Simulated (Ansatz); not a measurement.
Isomers of CH₆NSbSi, relaxed with PBE0-D4/def2-TZVP in Ansatz; electronic energies, one conformer each and not always the lowest. Functionals use def2-TZVPP; CBS adds triple-zeta CCSD(T) − MP2 to the MP2 limit of def2-TZVPP and def2-QZVPP.

Elements past krypton have def2 core potentials. Outer-core shells of Sb are correlated without core-valence functions. Spin–orbit coupling is left out.

Task: Order them by energy at frozen-core CCSD(T)/CBS, lowest first. (An estimate is asked.)
A. `[CH2]1N[SiH2][SbH]1`
B. `C=N[SiH2][SbH2]`
C. `C1[NH][SbH][SiH2]1`

Result: A (0.0 kJ/mol), B (39.2 kJ/mol), C (63.9 kJ/mol).

Task: How do ωB97M-V, B3LYP, HF/CBS(def2), B3LYP-D4 place them (kJ/mol, against `[CH2]1N[SiH2][SbH]1`)? (An estimate is asked.)

Result: The calculation gave: 
| isomer | ωB97M-V | B3LYP | HF/CBS(def2) | B3LYP-D4 |
| --- | --- | --- | --- | --- |
| `C1[NH][SbH][SiH2]1` | 65.7 | 64.1 | 77.0 | 63.8 |
| `C=N[SiH2][SbH2]` | 35.1 | 19.3 | 6.2 | 22.4 |

B3LYP here is the variant with VWN-RPA as its local correlation; programs differ in this.
